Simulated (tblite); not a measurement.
Isomers of C6H8OP2. Method: GFN2-xTB as coded in tblite; computed harmonic values from a numerical Hessian at the method's own geometry, unscaled. The method is semi-empirical: single wavenumbers can be off by several per cent or more. One conformer each.

Electronic energies: GFN2-xTB at the same geometries; isomer energies are rough at this level and their order can be wrong.

| SMILES | electronic energy, lowest = 0 (kcal/mol) |
| --- | --- |
| COc1cc(C)pcp1 | 0.4 |
| COc1pccc(C)p1 | 1.2 |
| COc1pcpcc1C | 0.0 |

How do GFN2-xTB zero-point energies change the relative energies?

```csv
SMILES,ZPE (kcal/mol),of it from modes above 1550 cm⁻¹,electronic (kcal/mol),"with ZPE, lowest = 0 (kcal/mol)",lowest mode (cm⁻¹),rings
COc1pcpcc1C,78.2,34.3,0.0,0.0,74,1
COc1cc(C)pcp1,78.0,34.2,0.4,0.2,68,1
COc1pccc(C)p1,78.1,34.2,1.2,1.1,74,1
```

The zero-point energies span 0.2 kcal/mol, from `COc1cc(C)pcp1` to `COc1pcpcc1C`. The order is unchanged.
